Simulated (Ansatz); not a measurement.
**FGaH2SiSn: where a starting geometry ends**

The starting geometry of this gas-phase singlet was optimised with r2SCAN-D4.

```xyz
6

F    -3.9707    1.5418    1.8712
Ga   -3.5905    0.8402    0.3154
Si   -3.0615    0.2670   -1.8310
Sn   -3.4304   -1.7389   -0.4411
H    -2.7618    1.1663   -3.0032
H    -3.2697   -3.3203   -1.1656
```

Where would you expect an optimisation with B3LYP-D3(BJ)/def2-SVP to take it?

A bond breaks, giving a structure given below by its coordinates. Contacts that open: Ga2–Sn4 (2.69 → 3.49 Å).

The energy falls by 0.30 eV over 33 steps:

```tsv
step	E − E(last) (eV)
1	0.304
5	0.263
8	0.198
12	0.188
15	0.187
19	0.177
22	0.134
26	0.020
29	0.001
33	0.000
```

Final geometry (Å):

```yaml
atoms:
  - { symbol: F, position_ang: [-4.2116, 2.0336, 1.6184] }
  - { symbol: Ga, position_ang: [-3.4902, 1.2231, 0.2391] }
  - { symbol: Si, position_ang: [-2.2853, 0.0130, -1.3290] }
  - { symbol: Sn, position_ang: [-3.3843, -2.2225, -0.3135] }
  - { symbol: H, position_ang: [-3.2208, 0.4446, -2.4434] }
  - { symbol: H, position_ang: [-3.4922, -2.7357, -2.0258] }
```

The end wasn't checked by frequencies. Atoms past krypton carry core potentials, without spin–orbit terms. Run with Ansatz 0.2.0, 100 s on 1 thread of Intel(R) Xeon(R) 6975P-C (Granite Rapids), with other jobs on the host.
